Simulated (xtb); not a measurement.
C4H6, triplet, geometry from GFN2-xTB (a higher spin typed on purpose: for a closed-shell molecule this is an excited state). Base run: GFN2-xTB (xtb).

Input for xtb:
```
$ xtb mol.xyz --gfn 2 --uhf 2 --json

# file mol.xyz
10

C      1.75459894     0.26377965    -0.67660968
C      0.65006782    -0.06047826     0.17782132
C     -0.68699479     0.05653341    -0.16793300
C     -1.72770442    -0.25764166     0.66056493
H      2.19484393     1.24621075    -0.67237424
H      2.20858178    -0.47942751    -1.30949762
H      0.87209543    -0.42840088     1.17912116
H     -0.91126285     0.42192830    -1.16243482
H     -2.74878768    -0.14912379     0.34462915
H     -1.55527588    -0.62434574     1.65749488
```

Each row names what was changed in the base input (with any setting that the change needs).

```csv
change,ΔE vs base (mEh),dipole (D),SCF cycles
base,0.000,0.33,10
gbsa = water,-1.205,0.43,9
etemp = 3000,-0.106,0.32,10
```

ALPB and GBSA are two models with their own fitted parameters for each solvent, which aren't always the measured dielectric constant.
